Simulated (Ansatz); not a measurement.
Gas-phase electronic energies from Ansatz, PBE0-D4/def2-TZVP geometries. CCSD(T)/CBS adds triple-zeta CCSD(T) − MP2 to the extrapolated MP2 energy (def2 sets, frozen cores). This one scheme is used for every species. Functionals use def2-TZVPP. B3LYP here is the variant with VWN-RPA as its local correlation; programs differ in this. Each species was taken in one conformer, which may not be the lowest.

Reaction (ligand exchange at the Si–O bond): `N[SiH2]O[SiH](N)F` + H–F → `N[SiH2]F` + `N[SiH](O)F`

`N[SiH2]O[SiH](N)F`:

Z-matrix (Å, degrees):
```
Si
O 1 1.636
N 1 1.718 2 112.0
H 1 1.482 2 105.9 3 121.3
H 1 1.483 2 109.1 3 -118.1
Si 2 1.622 1 142.5 3 21.5
H 3 1.007 1 121.2 2 92.5
H 3 1.007 1 119.7 2 -120.8
N 6 1.693 2 108.5 1 6.4
F 6 1.599 2 106.7 1 -116.3
H 6 1.474 2 111.6 1 129.7
H 9 1.009 6 118.5 2 -30.6
H 9 1.006 6 122.7 2 177.9
```

H–F:

Cartesian coordinates in Å:
```
F 0.198 -0.090 -0.405
H -0.198 0.090 0.405
```

`N[SiH2]F`:

Cartesian coordinates in Å:
```
N -0.589 -0.716 0.487
Si 0.400 0.357 -0.375
F 0.376 1.869 0.163
H -0.318 -1.088 1.383
H -1.586 -0.743 0.357
H -0.085 0.417 -1.771
H 1.803 -0.096 -0.244
```

`N[SiH](O)F`:

```xyz
8

N    -0.922   -0.709    0.234
Si    0.584    0.005   -0.101
O     0.392    1.540   -0.610
F     1.380   -0.088    1.279
H    -0.997   -1.454    0.907
H    -1.648   -0.758   -0.461
H     1.435   -0.621   -1.128
H    -0.225    2.087   -0.120
```

| level | ΔE (kcal/mol) | difference from CCSD(T)/CBS |
| --- | --- | --- |
| r2SCAN-D4 | -8.0 | -1.6 |
| PBE0-D4 | -6.6 | -0.2 |
| B3LYP-D4 | -6.7 | -0.3 |
| ωB97X-V | -7.6 | -1.2 |
| ωB97M-V | -7.5 | -1.1 |
| B2PLYP | -8.7 | -2.3 |
| r2SCAN | -8.7 | -2.3 |
| PBE0 | -8.5 | -2.1 |
| B3LYP | -10.0 | -3.6 |
| HF/def2-TZVPP | -9.3 | -2.9 |
| MP2/def2-TZVPP | -6.4 | 0.0 |
| CCSD/def2-TZVPP | -7.0 | -0.6 |
| HF/def2-QZVPP | -9.3 | -2.9 |
| MP2/def2-QZVPP | -6.2 | 0.2 |
| SCS-MP2/def2-QZVPP | -7.1 | -0.7 |
| MP2/CBS(def2) | -6.1 | 0.3 |
| CCSD(T)/CBS | -6.4 | 0 |

Largest T1 diagnostic among the species: 0.011.

The D4 term adds +3.3 kcal/mol with B3LYP and +1.9 kcal/mol with PBE0; it sums over pairs of atoms, weighted by their polarisabilities, and B3LYP, whose exchange is more repulsive, gets the larger term. In def2-TZVPP, CCSD(T) changes the Hartree–Fock value by +2.7 kcal/mol (the triples alone add +0.4 kcal/mol) and MP2 by +2.9 kcal/mol. From PBE to PBE0 (25 % exact exchange), in def2-TZVPP and without D4, ΔE moves by +1.0 kcal/mol.
